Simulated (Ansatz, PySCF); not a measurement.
Reaction (SMILES): [I][Sn][I] -> [I][Sn][I] as doublet, charge -1 (an electron is taken up)
Each molecule is optimised on its own at B3LYP-D3(BJ)/def2-TZVP (Ansatz, a program for electronic structure). A spin state is the lowest found, not a proven ground state.

Property: adiabatic electron affinity (electronic energy difference), positive where the reaction releases energy, in eV. Cores are frozen in the correlated levels unless marked. Open shells are spin-unrestricted. Spin-orbit coupling is left out. Frozen are the shells of the preceding noble gas and the d and f shells that filled before the atom's block. In def2 rows, elements after Kr have scalar-relativistic effective core potentials. STO-3G rows are all-electron and non-relativistic. Anions need diffuse functions: def2-D sets add few; the other sets have none. 

```tsv
level	program	adiabatic electron affinity (eV)
HF/STO-3G	Ansatz	-2.19
PBE/def2-TZVPD	Ansatz	1.80
PBE-D4/def2-TZVPD	Ansatz + dftd4	1.80
BLYP-D3(BJ)/def2-TZVPD	Ansatz + dftd3	1.70
BLYP/def2-TZVPD	Ansatz	1.72
revPBE-D4/def2-TZVPD	Ansatz + dftd4	1.79
r2SCAN-D4/def2-TZVPD	Ansatz + dftd4	1.94
B3LYP-D4/def2-TZVPD	Ansatz + dftd4	1.95
PBE0-D4/def2-TZVP	Ansatz + dftd4	1.88
PBE0/def2-TZVPD	Ansatz	1.91
BHLYP/def2-TZVPD	Ansatz	1.94
TPSSh-D4/def2-TZVPD	PySCF + dftd4	1.87
CAM-B3LYP-D4/def2-TZVPD	Ansatz + dftd4	2.01
LC-wPBE-D3(BJ)/def2-TZVPD	Ansatz + dftd3	2.09
B2GP-PLYP-D4/def2-TZVPD	Ansatz + dftd4	1.88
B2PLYP-D3(BJ)/def2-TZVPD	Ansatz + dftd3	1.85
SCS-MP2/def2-TZVPP	Ansatz	1.75
CCSD/def2-SVP	Ansatz	1.66
CCSD(T)/STO-3G	Ansatz	-2.74
CCSD(T)/def2-SVPD	Ansatz	1.89
```
